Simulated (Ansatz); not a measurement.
Input file for Ansatz (a program for electronic structure): R-wB97M-V/def2-TZVPP on H2SSe2 (SMILES S[Se][SeH]), a point of a torsion scan.

Ansatz 0.2 input:
```yaml
crystal:
  periodic: [false, false, false]
  atoms:
    - {symbol: S, position_ang: [2.02495220, -0.16969345, -0.86543186]}
    - {symbol: Se, position_ang: [0.31553787, -1.44693653, -0.20876234]}
    - {symbol: Se, position_ang: [0.42411841, -3.21717623, -1.63819839]}
    - {symbol: H, position_ang: [1.43741890, 0.96771483, -0.50470607]}
    - {symbol: H, position_ang: [1.33989643, -4.03521284, -0.84858932]}
basis:
  gaussian:
    orbitals: def2-TZVPP
hamiltonian:
  xc: {name: wB97M-V}
scf: {lower_state_search: off}
```

**Question.** Predict the final total energy.

**Answer.** -5202.2351 hartree.

**Question.** How many basis functions does it have, and what does it roughly cost on one machine?

**Answer.** 166 functions; roughly 8 core-seconds.
